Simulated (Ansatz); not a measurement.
Cost and result for the atomization energy of C3H5FSn (`C#C[CH](F)[SnH3]`) (10 atoms, 9 bonds).

```xyz
10

C    -1.1324    2.0792    0.5993
C    -0.2134    1.3442    0.3548
C     0.8377    0.4066    0.0623
F     1.5807    0.8047   -1.0454
Sn   -0.0145   -1.5705   -0.3530
H    -1.9360    2.7419    0.8187
H     1.5260    0.3254    0.9081
H     1.2661   -2.6219   -0.7570
H    -1.1070   -1.4016   -1.6454
H    -0.8072   -2.1080    1.0576
```

Charge 0, multiplicity 1. Correlated methods include outer-core shells of Sn, which these sets cover unevenly. Sn takes the def2 core potential. The geometry is a stationary point of PBE0-D4/def2-TZVP. Program: Ansatz. All runs use 4 threads of an AMD EPYC 9R45 on a shared host. Times are those of one run each, without the atoms' runs, and a repeat can differ threefold. Electronic energies, without spin–orbit coupling; frozen cores. CCSD(T)/CBS adds CCSD(T) − MP2 in def2-TZVPP to the MP2 limit, and its time is that of the two runs behind it. T1 = 0.013. With those shells the extrapolation isn't a true limit. B3LYP takes the VWN-RPA correlation (the form of Gaussian; ORCA's B3LYP/G).

CCSD(T)/CBS is a level of theory with its own doubt, some kJ/mol a heavy atom from the limit and from the frozen cores, so smaller differences don't rank the functionals.

| level | functions | wall time |
| --- | --- | --- |
| PBE-D4/def2-TZVPP (with forces) | 244 | 1 s |
| PBE0-D4/def2-TZVPP | 244 | 1.2 s |
| r2SCAN-D4/def2-TZVPP (with forces) | 244 | 1.6 s |
| B3LYP-D4/def2-TZVPP (with forces) | 244 | 1.9 s |
| B2PLYP/def2-TZVPP | 244 | 2.4 s |
| ωB97X-V/def2-TZVPP | 244 | 3 s |
| ωB97M-V/def2-TZVPP (with forces) | 244 | 4.1 s |
| MP2/def2-QZVPP | 460 | 7.5 s |
| CCSD(T)/def2-TZVPP | 244 | 64 s |
| CCSD(T)/CBS(def2) | – | 71 s |

Q: What atomization energy does each give, and how far from CCSD(T)/CBS? (An estimate is asked.)

A: The calculation gave: 
```tsv
level	atomization (kcal/mol)	difference from CCSD(T)/CBS	per bond
PBE-D4/def2-TZVPP (with forces)	870.3	21.5	2.4
PBE0-D4/def2-TZVPP	849.2	0.4	0.0
r2SCAN-D4/def2-TZVPP (with forces)	848.3	-0.5	-0.1
B3LYP-D4/def2-TZVPP (with forces)	845.4	-3.4	-0.4
B2PLYP/def2-TZVPP	837.4	-11.4	-1.3
ωB97X-V/def2-TZVPP	849.2	0.4	0.0
ωB97M-V/def2-TZVPP (with forces)	848.0	-0.8	-0.1
MP2/def2-QZVPP	853.6	4.8	0.5
CCSD(T)/def2-TZVPP	826.9	-21.9	-2.4
CCSD(T)/CBS(def2)	848.8	0.0	0.0
```

From PBE to PBE0 (25 % exact exchange), in def2-TZVPP and without D4, the atomization energy moves by −20.4 kcal/mol: exact exchange takes away binding that semilocal exchange gives to molecules. In def2-TZVPP, CCSD(T) changes the Hartree–Fock value by +231.3 kcal/mol (the triples alone add +16.4 kcal/mol) and MP2 by +245.1 kcal/mol; breaking electron pairs costs correlation energy, which Hartree–Fock lacks. The D4 term adds +7.9 kcal/mol with B3LYP and +4.2 kcal/mol with PBE0; it sums over pairs of atoms, weighted by their polarisabilities, and B3LYP, whose exchange is more repulsive, gets the larger term.

Spin–orbit coupling would lower the free Sn atoms strongly, and the atomization energy with them, by more than many differences here. For some Ge, Se and Sn compounds the MP2-based and the directly extrapolated limit differ by 10 to 25 kJ/mol.
